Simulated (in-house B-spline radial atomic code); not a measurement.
Configurations of Sr2+, with energies counted from [Ar] 3d10 4s2 4p6. Computed with a radial B-spline atomic code at the basis-set limit: scalar-relativistic (X2C) PBE0, spin-polarised, spherical fractional occupations, exact exchange averaged over the configuration, Fermi nucleus of rms radius 4.224 fm. Shells without spins written out take the highest spin.

Occupations are held fixed; configurations that lie above the ionisation limit could autoionise.

```csv
configuration,E - E(ref) (eV),highest orbital,its <r> (bohr)
[Ar] 3d10 4s2 4p5 5s1,24.02,5s up,3.364
[Ar] 3d10 4s2 4p5 5p1,28.085,5p up,3.975
[Ar] 3d10 4s1 4p6 5f1,57.531,5f up,9.346
[Ar] 3d9 4s2 4p6 5s1,138.25,5s up,3.308
[Ar] 3d9 4s2 4p6 5d1,147.71,5d up,5.433
[Ne] 3s2 3p5 3d10 4s2 4p6 4f1,281.01,4f up,5.472
```

**Question.** Order these further configurations by energy, lowest first.
A. [Ne] 3s2 3p5 3d10 4s2 4p6 5d1
B. [Ne] 3s2 3p5 3d10 4s2 4p6 5f1
C. [Ne] 3s2 3p5 3d10 4s2 4p6 4d1
D. [Ar] 3d9 4s2 4p6 5f1
E. [Ar] 3d10 4s2 4p5 5f1

**Answer.** E (37.638 eV), D (152.21 eV), C (268.4 eV), A (279.2 eV), B (283.7 eV).

**Question.** How far above the reference does [Ar] 3d10 4s1 4p6 5s1 lie?

**Answer.** 43.819 eV; its least bound orbital is 5s up with <r> = 3.346 bohr.
